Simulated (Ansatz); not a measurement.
Frontier orbitals of CH$_{3}$AlF$_{2}$S (`FC[S][AlH][F]`).

Cartesian coordinates in Å:
```
F -0.9124 -0.5636 0.0101
C 0.1665 -0.7387 1.0087
S 1.5527 0.2068 0.4115
Al -0.0174 0.7986 -1.0840
F -0.9010 2.1477 -0.7299
H 0.3337 -1.8132 1.0308
H -0.2746 -0.3669 1.9310
H 0.0525 0.3293 -2.5783
```

Charge 0, multiplicity 1. All single points use the PBE0-D4/def2-TZVP geometry. It is one conformer, not always the lowest. Basis def2-TZVPP, Ansatz 0.2.0.

Orbital energies of one run (eV). Highest occupied ones, from the top: -5.98, -7.21, -8.33, -9.07, -9.16, -9.56, -10.36, -10.64, -12.78, -13.31, -13.62, -16.53, -19.87, -27.87. Empty: -1.61, -0.76, -0.10, 0.50, 0.99, 1.07.

Task: Which functional gave them?
A. BLYP
B. ωB97X-V
C. CAM-B3LYP
D. BHLYP

Result: A. HOMO energies: BLYP -5.98, ωB97X-V -9.76, BHLYP -8.49, CAM-B3LYP -8.72 eV.
